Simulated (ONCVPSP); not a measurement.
**Which change was made? (Ce, ONCV)**

| Property | Result |
| --- | --- |
| Element | Ce (Z = 58) |
| Generator | ONCVPSP 4.0.1 |
| Type | optimised norm-conserving Vanderbilt (ONCV) |
| Functional | LDA (Perdew-Zunger) |
| Relativity | scalar-relativistic |
| Frozen core | [Kr] 4d10 |
| Valence charge | 12 |
| Reference configuration | 4f1 5s2 5p6 5d1 6s2 |
| Partial waves | 5s+6s: rc 2.30 bohr, ncon 4, nbas 8, qcut 3.9 1/bohr, 2 projectors; 5p: rc 2.25 bohr, ncon 3, nbas 7, qcut 5.6 1/bohr, 1 projector; 5d: rc 4.00 bohr, ncon 3, nbas 8, qcut 4.1 1/bohr, 2 projectors, debl 2 Ha; 4f: rc 1.55 bohr, ncon 4, nbas 8, qcut 10.5 1/bohr, 2 projectors, debl 2.3 Ha |
| Local potential | polynomial inside 1.40 bohr (lpopt 5, dvloc0 6 Ha) |
| Core correction | none |

Cutoffs, loose and tight: the cutoffs (Ha) at which the residual kinetic energy of the hardest occupied pseudo-wave falls to 1 and 0.1 mHa per electron. They do not see the model core or the augmentation charge, which bear on the density cutoff. Test errors are all-electron minus pseudo excitation energies from the reference, over the configurations 4f1 5s2 5p6 5d1 6s1; 4f1 5s2 5p6 5d1 6s0; 4f1 5s2 5p6 5d0 6s0; 4f1 5s2 5p6 5d1 6s0 6p2; variants that change the core or the reference have their own tests.

The base gives: outcome: generated; cutoff, loose: 48 Ha; cutoff, tight: 53 Ha; bound ghosts: none; GHOST(+) flags above zero: s; largest test error (meV): +102.

Question: After one change the result is: outcome: generated; cutoff, loose: 84 Ha; cutoff, tight: 94 Ha; bound ghosts: none; GHOST(+) flags above zero: s; largest test error (meV): +102. Which change was it?
A. f: qcut 15.7
B. f: qcut 12.7
C. f: qcut 8

Answer: A. The others give: f: qcut 12.7 → outcome: generated; cutoff, loose: 60 Ha; cutoff, tight: 67 Ha; bound ghosts: none; GHOST(+) flags above zero: s; largest test error (meV): +102 | f: qcut 8 → outcome: generated; cutoff, loose: 108 Ha; cutoff, tight: 139 Ha; bound ghosts: none; GHOST(+) flags above zero: s; largest test error (meV): +102.
